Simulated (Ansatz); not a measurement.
Species: sum formula H₉Si₂N₂O (charge +1, singlet). It need not be the lowest isomer of its formula. SMILES: [NH3+][SiH2]O[SiH2]N
Coordinates optimised at B3LYP-D3(BJ)/def2-TZVP (Ansatz, an electronic-structure program):
```xyz
14

N     -1.2559     1.4572    -0.1954
Si    -1.6106    -0.2648    -0.1548
O     -0.1270    -1.0113    -0.0388
Si     1.4231    -0.7666     0.2866
N      1.6075     1.0903    -0.0161
H     -1.6326     1.9985     0.5757
H     -1.5086     1.9358    -1.0537
H     -2.2165    -0.6935    -1.4204
H     -2.3769    -0.5893     1.0549
H      2.3339    -1.3977    -0.6713
H      1.7832    -0.9163     1.7004
H      2.1015     1.5843     0.7275
H      0.6157     1.4607    -0.0747
H      2.0791     1.3141    -0.8929
```
Charge +1, spin multiplicity 1.

Parts of the frozen-core correlation energy in 6-31G* (Ansatz, hartree). Frozen orbitals: 13; correlated occupied orbitals by spin: 16 and 16; virtual: 72 and 72. Spin-orbit coupling is left out. No relativistic terms.

```csv
term,value
reference (HF),-766.76201
MP2 opposite-spin,-0.50322
MP2 same-spin,-0.16186
CCSD correlation,-0.71495
(T),-0.01549
T1 diagnostic,0.011
largest doubles amplitude,0.024
```
